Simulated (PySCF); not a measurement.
Isomers of CH4B2. All species are isolated molecules in the gas phase. One relaxed conformer stands for each flexible species; it need not be the lowest. Strings in code marks are SMILES.

Quantity: vertical ionisation energy (energy after one electron is removed minus that of the parent at the parent's geometry), in eV.

Case: `BB=C`. Geometry of `C=BB` (neutral, multiplicity 1, Å):

```xyz
7

B      1.2883    -0.6713    -0.3871
B     -0.0843     0.0436     0.0248
C     -1.2773     0.6655     0.3835
H      1.7949    -0.4671    -1.4468
H      1.8368    -1.4247     0.3565
H     -1.7627     0.4944     1.3387
H     -1.7957     1.3596    -0.2697
```

Task: Estimate the vertical ionisation energy (energy after one electron is removed minus that of the parent at the parent's geometry) that TPSSh-D3(BJ)/def2-TZVP // B3LYP-D3(BJ)/def2-TZVP (PySCF) returns for this input.

Result: 9.26 eV.
